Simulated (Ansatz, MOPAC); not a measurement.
System: methylsilylboronic acid, CH7BO2Si, charge 0, multiplicity 1. SMILES: C[SiH2]B(O)O

Atoms: C1, Si2, B3, O4, O5, H6, H7, H8, H9, H10, H11, H12. Bonds: C1-Si2, C1-H6, C1-H7, C1-H8, Si2-B3, Si2-H9, Si2-H10, B3-O4, B3-O5, O4-H11, O5-H12.

Bond lengths (Å) and angles (degrees) optimised at MNDO with MOPAC; HF/STO-3G with Ansatz (an electronic-structure program); HF/6-31G* with Ansatz; PBE/6-31G* with Ansatz, each started from the B3LYP-D3(BJ)/def2-TZVP structure (Ansatz) of the last column. A row stands for all coordinates that are equal there; 13 of 22 kinds are shown. 6-31G* holds six Cartesian d functions. No wavenumbers were computed at MNDO, HF/STO-3G, PBE/6-31G*, so these may be saddle points.

```json
[
 {"coordinate": "C1-Si2", "MNDO": "1.805", "HF/STO-3G": "1.869", "HF/6-31G*": "1.901", "PBE/6-31G*": "1.908", "B3LYP-D3(BJ)/def2-TZVP": "1.889"},
 {"coordinate": "C1-H6", "MNDO": "1.107", "HF/STO-3G": "1.083", "HF/6-31G*": "1.088", "PBE/6-31G*": "1.104", "B3LYP-D3(BJ)/def2-TZVP": "1.093"},
 {"coordinate": "C1-H7", "MNDO": "1.107", "HF/STO-3G": "1.082", "HF/6-31G*": "1.086", "PBE/6-31G*": "1.103", "B3LYP-D3(BJ)/def2-TZVP": "1.091"},
 {"coordinate": "Si2-B3", "MNDO": "1.951", "HF/STO-3G": "1.980", "HF/6-31G*": "2.055", "PBE/6-31G*": "2.044", "B3LYP-D3(BJ)/def2-TZVP": "2.035"},
 {"coordinate": "Si2-H9", "MNDO": "1.378", "HF/STO-3G": "1.425", "HF/6-31G*": "1.481", "PBE/6-31G*": "1.506", "B3LYP-D3(BJ)/def2-TZVP": "1.486"},
 {"coordinate": "B3-O4", "MNDO": "1.373", "HF/STO-3G": "1.363", "HF/6-31G*": "1.362", "PBE/6-31G*": "1.383", "B3LYP-D3(BJ)/def2-TZVP": "1.373"},
 {"coordinate": "B3-O5", "MNDO": "1.359", "HF/STO-3G": "1.356", "HF/6-31G*": "1.353", "PBE/6-31G*": "1.372", "B3LYP-D3(BJ)/def2-TZVP": "1.361"},
 {"coordinate": "O4-H11", "MNDO": "0.942", "HF/STO-3G": "0.980", "HF/6-31G*": "0.945", "PBE/6-31G*": "0.976", "B3LYP-D3(BJ)/def2-TZVP": "0.961"},
 {"coordinate": "C1-Si2-B3", "MNDO": "112.8", "HF/STO-3G": "111.4", "HF/6-31G*": "112.0", "PBE/6-31G*": "111.4", "B3LYP-D3(BJ)/def2-TZVP": "110.7"},
 {"coordinate": "Si2-B3-O4", "MNDO": "131.7", "HF/STO-3G": "126.1", "HF/6-31G*": "124.7", "PBE/6-31G*": "123.9", "B3LYP-D3(BJ)/def2-TZVP": "123.5"},
 {"coordinate": "Si2-B3-O5", "MNDO": "116.2", "HF/STO-3G": "118.4", "HF/6-31G*": "118.2", "PBE/6-31G*": "118.5", "B3LYP-D3(BJ)/def2-TZVP": "119.0"},
 {"coordinate": "O4-B3-O5", "MNDO": "112.1", "HF/STO-3G": "115.5", "HF/6-31G*": "117.1", "PBE/6-31G*": "117.6", "B3LYP-D3(BJ)/def2-TZVP": "117.4"},
 {"coordinate": "Si2-C1-H6", "MNDO": "112.6", "HF/STO-3G": "111.7", "HF/6-31G*": "111.6", "PBE/6-31G*": "111.4", "B3LYP-D3(BJ)/def2-TZVP": "111.2"}
]
```

Mean signed difference of all 11 bond lengths from B3LYP-D3(BJ)/def2-TZVP: MNDO -0.035 Å, HF/STO-3G -0.019 Å, HF/6-31G* -0.004 Å, PBE/6-31G* 0.014 Å.
